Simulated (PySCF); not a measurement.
F$_{4}$Se (SMILES F[Se](F)(F)F), singlet, geometry from GFN2-xTB. Base run: PySCF with B3LYP/6-31G**.

The PySCF input:
```python
from pyscf import gto, scf, dft

mol = gto.M(
    atom='''
Se   -0.002032    0.002541    0.359443
F     0.968178    1.319046   -0.343353
F     1.323339   -0.968597   -0.325172
F    -0.964339   -1.323846   -0.335595
F    -1.319500    0.963797   -0.353776
''',
    basis='6-31g**',
    charge=0,
    spin=0,
    verbose=4,
)

mf = dft.RKS(mol)
mf.xc = 'b3lyp'
mf.kernel()
```

The base run was repeated with changes; each row names its change, and settings that it needs were set with it.

```csv
change,basis functions,E (Eh),HOMO (eV),HOMO-LUMO gap (eV),dipole (D)
base,88,-2800.57374,-10.32,7.91,2.54
basis = cc-pVTZ-DK; relativity = none,163,-2782.82390,-10.76,8.00,2.61
basis = cc-pVTZ-DK; relativity = spin-free X2C,163,-2829.77017,-10.82,7.87,2.82
basis = jorge-DZP-DKH; relativity = spin-free X2C,103,-2829.50366,-10.99,7.41,3.57
basis = cc-pVTZ-DK; relativity = spin-free X2C; nucleus = Gaussian (with nucmod='G'),163,-2829.75174,-10.82,7.87,2.82
basis = ANO-RCC-VDZP; relativity = none,83,-2782.46384,-11.15,7.81,2.81
basis = ANO-RCC-VDZP; relativity = spin-free X2C; nucleus = Gaussian (with nucmod='G'),83,-2829.74766,-11.18,7.67,3.06
basis = jorge-DZP-DKH; relativity = spin-free X2C; nucleus = Gaussian (with nucmod='G'),103,-2829.48718,-10.99,7.41,3.57
basis = jorge-DZP-DKH; relativity = none,103,-2794.38487,-11.08,7.64,3.41
basis = ANO-RCC-VDZP; relativity = spin-free X2C,83,-2829.76648,-11.18,7.67,3.06
```

Totals shift with the method and basis; they matter in differences.

Basis sets contracted for a relativistic Hamiltonian are a mismatch without it, so the rows without relativity aren't non-relativistic limits. No row has spin-orbit coupling; sets with core potentials leave out the core electrons.
